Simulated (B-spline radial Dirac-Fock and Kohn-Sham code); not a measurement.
**Relativistic shifts of the levels of Bi⁴⁺**

System: bismuth as Bi⁴⁺, configuration [Xe] 4f14 5d10 6s1.

Both columns are ΔSCF binding energies of the configuration average from a radial B-spline solver: non-relativistic Hartree-Fock with a point nucleus, and Dirac-Fock with a finite nucleus and the Coulomb interaction alone, averaged over the two j levels with weights 2j+1.

| shell | Hartree-Fock (eV) | Dirac-Fock (eV) | shift (eV) | shift (%) |
| --- | --- | --- | --- | --- |
| 1s | 81596.5 | 91088.8 | +9492.31 | +11.63 |
| 2s | 13944.3 | 16512.7 | +2568.43 | +18.42 |
| 2p | 13412.8 | 14284.0 | +871.25 | +6.50 |
| 3s | 3424.4 | 4072.4 | +648.08 | +18.93 |
| 3p | 3171.1 | 3417.1 | +246.05 | +7.76 |
| 3d | 2703.3 | 2680.0 | -23.22 | -0.86 |
| 4s | 833.6 | 1000.5 | +166.92 | +20.02 |
| 4p | 720.8 | 780.5 | +59.67 | +8.28 |
| 4d | 513.5 | 505.6 | -7.98 | -1.55 |
| 4f | 230.1 | 209.3 | -20.75 | -9.02 |
| 5p | 145.6 | 154.9 | +9.32 | +6.40 |
| 5d | 77.50 | 74.65 | -2.84 | -3.67 |
| 6s | 48.42 | 54.29 | +5.87 | +12.13 |

Relativity binds 1s, 2s, 2p, 3s, 3p, 4s, 4p, 5p, 6s more strongly, among those listed most of all 4s in relative terms, and 3d, 4d, 4f, 5d more weakly, because the contracted s and p shells screen the nucleus better.

Values without a named source are computed, but for edge energies of neutral atoms, which are taken from tables.
